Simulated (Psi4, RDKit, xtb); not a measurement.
Internal rotation in SMILES N#Cc1ccsc1-c1cccs1 (C₉H₅NS₂). Scanned: dihedral S6–C7–C8–S12; all other coordinates were relaxed at GFN2-xTB. Points at φ and −φ are mirror images. Heavy atoms are numbered in the order of the SMILES N#Cc1ccsc1-c1cccs1, hydrogens after them in the order of the atoms that carry them; the mirror image has the same energies with the sign of each dihedral reversed.

Levels of theory: PBE/def2-SVP // GFN2-xTB (Psi4); GFN1-xTB // GFN2-xTB (xtb); MMFF94 // GFN2-xTB (RDKit); PBE-D3(BJ)/def2-SVP // GFN2-xTB (Psi4).

Energies relative to the lowest point of each profile, in mEh:

```json
[
 {"φ / °": "-165", "PBE/def2-SVP": "0.8", "GFN1-xTB": "0.6", "MMFF94": "3.5"},
 {"φ / °": "-150", "PBE/def2-SVP": "1.2", "GFN1-xTB": "1.8", "MMFF94": "1.8"},
 {"φ / °": "-120", "PBE/def2-SVP": "3.8", "GFN1-xTB": "5.9", "MMFF94": "0.0"},
 {"φ / °": "-90", "PBE/def2-SVP": "6.5", "GFN1-xTB": "8.7", "MMFF94": "0.4"},
 {"φ / °": "-75", "PBE/def2-SVP": "5.6", "GFN1-xTB": "7.9", "MMFF94": "0.7"},
 {"φ / °": "-60", "PBE/def2-SVP": "3.6", "GFN1-xTB": "5.8", "MMFF94": "0.5"},
 {"φ / °": "-30", "PBE/def2-SVP": "0.4", "GFN1-xTB": "1.5", "MMFF94": "1.2"},
 {"φ / °": "0", "PBE/def2-SVP": "0.0", "GFN1-xTB": "0.0", "MMFF94": "3.9"},
 {"φ / °": "75", "PBE/def2-SVP": "5.6", "GFN1-xTB": "7.9", "MMFF94": "0.7"},
 {"φ / °": "90", "PBE/def2-SVP": "6.5", "GFN1-xTB": "8.7", "MMFF94": "0.4"},
 {"φ / °": "120", "PBE/def2-SVP": "3.8", "GFN1-xTB": "5.9", "MMFF94": "0.0"},
 {"φ / °": "150", "PBE/def2-SVP": "1.2", "GFN1-xTB": "1.8", "MMFF94": "1.8"}
]
```

### Question
Predict the corresponding PBE-D3(BJ)/def2-SVP column.

### Answer
-165: 0.7; -150: 1.1; -120: 3.9; -90: 6.8; -75: 5.9; -60: 3.8; -30: 0.4; 0: 0.0; 75: 5.9; 90: 6.8; 120: 3.9; 150: 1.1 (mEh).
